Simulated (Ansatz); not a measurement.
Total energies of Mg₇O₈ from Ansatz at PBE-D4/def2-SVP, gas phase (1 Eh = 27.2114 eV = 2625.5 kJ/mol). The reference geometry is relaxed at r2SCAN-D4/def2-SVP.

```xyz
15

Mg   -3.1586    0.5086    2.4056
Mg   -1.7494    0.5050    4.8829
Mg    0.3119   -0.2873   -3.9804
Mg    3.1396   -0.6166   -4.1135
Mg   -0.9181    0.0728   -0.5080
Mg    1.7116   -0.2690   -1.2051
Mg   -0.0866    0.1441    2.1039
O    -0.1024   -0.1267   -2.1935
O     0.6974   -0.8390    0.4838
O    -3.4597    0.6546    4.2055
O     1.6540   -0.5170   -5.2042
O    -1.8878    0.2838    1.0923
O    -0.2103    0.2737    3.9468
O     0.8735    0.7188    0.3850
O     3.1849   -0.5056   -2.3012
```

| state | geometry | energy (Eh) |
| --- | --- | --- |
| charge 0 singlet | reference | -2000.51705 |
| charge 1 doublet | reference | -2000.26298 |
| charge -1 doublet | reference | -2000.56644 |
| free Mg atom (singlet) | – | -199.87173 |
| free O atom (triplet) | – | -74.91467 |

The structure holds one bond between oxygen atoms, so isomers without such links may lie far lower.

Question: Work out the vertical ionisation energy to the doublet.

Answer: E(charge 1 doublet) − E(charge 0 singlet) = -2000.26298 − (-2000.51705) = 0.25407 Eh = 6.91 eV. For comparison, −ε of the highest occupied level is 4.92 eV at this level, 1.99 eV less.

Question: Work out the vertical electron affinity, to the doublet.

Answer: E(charge 0 singlet) − E(charge -1 doublet) = -2000.51705 − (-2000.56644) = 0.04939 Eh = 1.34 eV. The basis lacks diffuse functions, which makes affinities too small.

Question: Give the fundamental gap IE − EA, the Mulliken electronegativity (IE + EA)/2 and the hardness (IE − EA)/2.

Answer: From the values in Eh: IE − EA = 0.25407 − 0.04939 = 0.20468 Eh = 5.57 eV; (IE + EA)/2 = 4.13 eV; (IE − EA)/2 = 2.78 eV. The HOMO–LUMO gap of the same run is 2.35 eV, 3.22 eV smaller than the fundamental gap.

Question: What is the binding energy per atom against free atoms?

Answer: Atoms: 7 × (-199.87173) + 8 × (-74.91467) = -1998.41947 Eh. Binding: -1998.41947 − (-2000.51705) = 2.09758 Eh = 57.08 eV, or 3.81 eV for each of 15 atoms (no zero-point energy, no counterpoise term).

The restricted singlet is unstable towards broken spin symmetry in Hartree–Fock (as tested in another run); at PBE-D4/def2-SVP this wasn't settled. At PBE-D4/def2-SVP the gap within one spin of the charge 1 doublet nearly closes, so an electron or hole may be smeared out by delocalisation error. At PBE-D4/def2-SVP the gap within one spin of the charge -1 doublet nearly closes, so an electron or hole may be smeared out by delocalisation error.  

The structure comes from a short search, and lower isomers may exist.
